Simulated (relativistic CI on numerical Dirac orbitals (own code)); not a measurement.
# Mo⁴⁺: L2,3 absorption edge

Computed with this model: Dirac-Coulomb-Breit CI, separate exchange-only KLI orbitals for each configuration, a model potential for QED, valence Slater integrals scaled by 0.8, multiplet model of core-to-valence dipole absorption; configurations [Kr] 4d2 → [He] 2s2 2p5 3s2 3p6 3d10 4s2 4p6 4d3; 300 K; Lorentzian 2.4 eV and Gaussian 0.5 eV FWHM. Energies are those of the free ion, without screening or charge transfer. The branching ratio is the share of the lower-energy edge in the whole absorption, uncertain by about 0.02 where the edges overlap. S is read from ⟨S²⟩ = S(S + 1).

Field parameters in Wybourne normalisation: D4h B²₀ = −7Ds, B⁴₀ = 21(Dq − Dt), B⁴₄ = 21√(5/14) Dq. The field is a parameter set, without covalency.

free ion: ground-state S = 0.99, centroid 2551.98 eV, branching ratio 0.775. Peaks (eV, height): 2528.5 (100), 2633.5 (22).

D4h, 10Dq = 27150, Ds = -1500, Dt = 120 cm⁻¹: ground-state S = 1.00, centroid 2558.91 eV, branching ratio 0.712. Peaks (eV, height): 2529.5 (100), 2633.8 (39).

The statistical ratio of this edge is 2/3 = 0.667. Values above it arise where the holes sit mainly in the j = l + 1/2 valence subshell or the ground state has high spin; values below it where core-valence Coulomb terms move weight to the upper edge, as in nearly empty shells. At deep edges of heavy elements the radial integrals of the two core levels differ, which raises the baseline.

Strongest unbroadened transitions for D4h, 10Dq = 27150, Ds = -1500, Dt = 120 cm⁻¹:

```tsv
Energy (eV)	Relative strength
2525.67	24.7
2525.68	29.5
2526.62	31.7
2527.14	100.0
2527.17	50.0
2528.67	23.6
2528.80	25.6
2528.94	21.7
2528.97	27.4
2529.89	51.1
2529.96	47.4
2529.98	23.0
2530.07	22.0
2530.71	21.9
2630.54	34.6
2632.17	20.8
2634.61	20.9
2635.04	22.8
```
